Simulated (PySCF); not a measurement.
**Vertical excitation energies**

Species: C2H7Cl3P2Si.
SMILES with atom numbers: `[PH2:1][Si:2]([PH2:3])([Cl:4])[CH2:5][CH:6]([Cl:7])[Cl:8]` (hydrogens: H9, H10 on P1; H11, H12 on P3; H13, H14 on C5; H15 on C6)

Cartesian coordinates in Å at the GFN2-xTB level; atoms count from 1:
```xyz
15
C2H7Cl3P2Si angstrom
P     -1.1406   -0.5240    2.0112
Si    -0.7276    0.0291   -0.1397
P     -1.8607    1.9006   -0.7345
Cl    -0.9448   -1.5204   -1.4662
C      1.1223    0.5503   -0.2426
C      2.0466   -0.6239   -0.0876
Cl     1.7257   -1.4617    1.4494
Cl     3.7579   -0.1108   -0.1157
H     -2.5096   -0.2949    1.9271
H     -1.2954   -1.8790    1.7710
H     -1.6691    1.7174   -2.0934
H     -3.0932    1.2724   -0.7628
H      1.3238    1.2793    0.5428
H      1.3334    1.0335   -1.1972
H      1.9269   -1.3601   -0.8840
```

Theory: TDDFT PBE0/def2-SVPD, vertical, gas phase, core orbitals frozen in the response in PySCF.

Problem. Predict the UV-vis stick spectrum at this level.

Solution. 

| state | E (eV) | E (hartree) | f | \|μ\| (D) | main configurations (H = HOMO, L = LUMO) |
| --- | --- | --- | --- | --- | --- |
| S1 | 5.78 | 0.2125 | 0.036 | 1.27 | H→L (62%), H→L+2 (20%), H→L+1 (15%) |
| S2 | 6.03 | 0.2216 | 0.151 | 2.57 | H→L+1 (41%), H→L (32%), H→L+2 (21%) |
| S3 | 6.21 | 0.2282 | 0.019 | 0.89 | H→L+2 (51%), H→L+1 (37%) |
| S4 | 6.41 | 0.2354 | 0.012 | 0.69 | H-1→L (66%), H-1→L+1 (16%), H-1→L+2 (10%) |
| S5 | 6.53 | 0.2400 | 0.0028 | 0.34 | H→L+3 (84%) |
| S6 | 6.59 | 0.2423 | 0.052 | 1.44 | H-1→L+2 (38%), H-1→L+1 (21%), H-1→L (18%) |
| S7 | 6.67 | 0.2452 | 0.088 | 1.86 | H-1→L+1 (37%), H→L+4 (19%), H-1→L+2 (12%) |
| S8 | 6.77 | 0.2486 | 0.024 | 0.97 | H-2→L+1 (40%), H→L+4 (27%) |

Triplets, Tamm–Dancoff:

```
state  E (eV)  λ (nm)  main configurations (H = HOMO, L = LUMO)
   T1    4.86   254.9                                 H→L (89%)
   T2    5.29   234.4                  H-1→L (62%), H→L+1 (11%)
   T3    5.51   225.2                  H→L+2 (62%), H→L+1 (15%)
```

The lowest singlet comes at 214 nm (558 kJ/mol) in the ultraviolet; it is of moderate strength; its leading configuration is HOMO→LUMO (62%). The strongest level in the table is S2 at 6.03 eV (206 nm, f = 0.151). Löwdin shares by element: HOMO phosphorus 64%, chlorine 10% or more, silicon 9% (atoms not listed hold the other 17%); LUMO phosphorus 44%, silicon 22%, chlorine 20% or more. The oscillator strengths of these states sum to 0.383; summed over the whole spectrum of an exact calculation they would give the number of electrons, 114 (Thomas–Reiche–Kuhn). Weighted by f, the mean energy of these states is 6.30 eV. Of the 8 states listed, 7 reach f = 0.01 and none stays under 0.0005. The window holds the lowest 8 singlets.

One conformer stands for the species.
